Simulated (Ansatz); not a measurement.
C7H13BO2, SMILES `CC1=CC(C)=[O+][B-](C)(C)O1`: the same geometry under several functionals.

```yaml
crystal:
  periodic: [false, false, false]
  atoms:
    - {symbol: C, position_ang: [1.615785, -1.969754, -1.528445]}
    - {symbol: C, position_ang: [0.713686, -1.022761, -0.818626]}
    - {symbol: C, position_ang: [-0.640943, -1.288303, -0.640811]}
    - {symbol: C, position_ang: [-1.462309, -0.256870, -0.195066]}
    - {symbol: C, position_ang: [-2.946314, -0.364072, -0.221089]}
    - {symbol: O, position_ang: [-0.996549, 0.852906, 0.217916]}
    - {symbol: B, position_ang: [0.510261, 1.019644, 0.541717]}
    - {symbol: C, position_ang: [0.759638, 0.510115, 2.038020]}
    - {symbol: C, position_ang: [0.934413, 2.511330, 0.189282]}
    - {symbol: O, position_ang: [1.251104, 0.061757, -0.426080]}
    - {symbol: H, position_ang: [2.095659, -1.453146, -2.362642]}
    - {symbol: H, position_ang: [1.083645, -2.845318, -1.895545]}
    - {symbol: H, position_ang: [2.409903, -2.283774, -0.846300]}
    - {symbol: H, position_ang: [-1.068448, -2.212736, -0.997222]}
    - {symbol: H, position_ang: [-3.281345, -1.309759, -0.642914]}
    - {symbol: H, position_ang: [-3.357025, 0.464924, -0.801687]}
    - {symbol: H, position_ang: [-3.328345, -0.262193, 0.797819]}
    - {symbol: H, position_ang: [1.821260, 0.569059, 2.297596]}
    - {symbol: H, position_ang: [0.441294, -0.526574, 2.200173]}
    - {symbol: H, position_ang: [0.218433, 1.133116, 2.756943]}
    - {symbol: H, position_ang: [2.004195, 2.666122, 0.358765]}
    - {symbol: H, position_ang: [0.401232, 3.230560, 0.818208]}
    - {symbol: H, position_ang: [0.725871, 2.768730, -0.854515]}
basis:
  gaussian: {orbitals: def2-TZVPP}
hamiltonian: {xc: {name: LC-wPBE}}
output: {orbitals: {seedname: orbitals}}
```

```sh
$ ansatz run in.yaml --threads 4 --pin off --events-out ev --progress --plain --max-ram 46080MiB --backend cuda --devices 0, --max-vram 37GiB
```

Output, abridged:

```
Functional definition: LC-wPBE
2498 factors; their error is unknown
804 factors; integrals over basis functions are off by at most 1.8e-5 eV
mean field evaluation 1: about -12229.7086 eV, gradient 7.4e1 eV
mean field evaluation 2: about -12234.2030 eV, gradient 6.2e1 eV
mean field evaluation 4: about -12240.6176 eV, gradient 3.4e0 eV
mean field evaluation 8: about -12240.6507 eV, gradient 5.5e-2 eV
mean field evaluation 16: about -12240.5884 eV, gradient 3.0e-4 eV
mean field -12240.58841302 eV, -449.8333272097 hartree, gradient 2.8e-5 eV, S^2 0.000000; 0 other end points of the search recorded, 0 dependent functions left out
reference -12240.58841303 eV, -449.8333272101 hartree; 38, 38 occupied and 454, 454 virtual orbitals, 2498 factors
Total energy: -12240.58841303 eV, -449.8333272101 hartree
```

It took 2.6 s on 4 threads of an AMD EPYC 7R13 on a shared host and a share of an NVIDIA H100 80 GB, with 1.1 GiB of host memory at the peak.

The same input with `hamiltonian: {xc: {name: PBE-QIDH}}` (abridged; 4.2 s):

```
Functional definition: PBE-QIDH
mean field evaluation 16: about -12214.4841 eV, gradient 1.9e-4 eV
mean field -12214.48406461 eV, -448.8740100998 hartree, gradient 1.1e-6 eV, S^2 0.000000
10 core orbitals not correlated: weight in the atoms' cores, before any rotation towards them, 1.000 or more for the frozen orbitals, at most 0.000 for the correlated occupied ones
second order -53.45748569 eV of doubles, -0.00000000 eV of singles
Total energy: -12232.30324448 eV, -449.5288528816 hartree
```

Changing it to `hamiltonian: {xc: {name: wB97M-V}}` and forces (abridged; 4.7 s):

```
Functional definition: wB97M-V
mean field evaluation 16: about -12243.3234 eV, gradient 3.4e-4 eV
mean field -12243.32337892 eV, -449.9338353527 hartree, gradient 5.6e-5 eV, S^2 0.000000
Total energy: -12243.32344818 eV, -449.9338378978 hartree
Atom 0 force     0.188512    -0.153303    -0.112014 eV/Å
Atom 1 force    -0.125367    -0.036542     0.011007 eV/Å
Atom 2 force    -0.055858    -0.135027    -0.027634 eV/Å
Atom 3 force     0.066856    -0.104388    -0.043841 eV/Å
Atom 4 force    -0.265290     0.006903     0.018869 eV/Å
Atom 5 force    -0.071509     0.128900     0.005729 eV/Å
Atom 6 force     0.078932     0.126383     0.121675 eV/Å
Atom 7 force     0.020428    -0.019646     0.094006 eV/Å
Atom 8 force     0.027191     0.090549    -0.015783 eV/Å
Atom 9 force     0.125165     0.059553    -0.050852 eV/Å
Atom 10 force    -0.051594    -0.031994     0.068788 eV/Å
Atom 11 force     0.034198     0.066681     0.029155 eV/Å
Atom 12 force    -0.074182     0.028913    -0.047750 eV/Å
Atom 13 force     0.028275     0.062285     0.022236 eV/Å
Atom 14 force     0.029647     0.067836     0.029721 eV/Å
Atom 15 force     0.047476    -0.066506     0.039902 eV/Å
Atom 16 force     0.042583    -0.012519    -0.080973 eV/Å
Atom 17 force    -0.059150    -0.005629    -0.019223 eV/Å
Atom 18 force     0.010015     0.041527    -0.015871 eV/Å
Atom 19 force     0.026385    -0.035603    -0.043936 eV/Å
Atom 20 force    -0.058434    -0.012256    -0.007953 eV/Å
Atom 21 force     0.027508    -0.042686    -0.032568 eV/Å
Atom 22 force     0.008213    -0.023430     0.057310 eV/Å
Dipole moment:    -0.398151    -0.765270    -0.449542 e Å
```

With the line `hamiltonian: {xc: {name: CAM-B3LYP}, dispersion: d4}` (abridged; 2.8 s):

```
Functional definition: CAM-B3LYP
mean field evaluation 16: about -12242.4792 eV, gradient 1.0e-4 eV
mean field -12242.47915146 eV, -449.9028105659 hartree, gradient 6.2e-5 eV, S^2 0.000000
Total energy: -12242.99736117 eV, -449.9218544214 hartree
```

Changing it to `hamiltonian: {xc: {name: revPBE}, dispersion: d4}` (abridged; 2 s):

```
Functional definition: revPBE
mean field evaluation 16: about -12244.5253 eV, gradient 1.6e-3 eV
mean field -12244.52532437 eV, -449.9780060331 hartree, gradient 7.8e-5 eV, S^2 0.000000
Total energy: -12246.43339104 eV, -450.0481261899 hartree
```

The same input with `hamiltonian: {xc: {name: B2PLYP}}` (abridged; 3.1 s):

```
Functional definition: B2PLYP
mean field evaluation 16: about -12222.6623 eV, gradient 2.5e-4 eV
mean field -12222.66231355 eV, -449.1745552051 hartree, gradient 3.9e-6 eV, S^2 0.000000
10 core orbitals not correlated: weight in the atoms' cores, before any rotation towards them, 1.000 or more for the frozen orbitals, at most 0.000 for the correlated occupied ones
second order -57.53691995 eV of doubles, -0.00000000 eV of singles
Total energy: -12238.19752848 eV, -449.7454638235 hartree
```
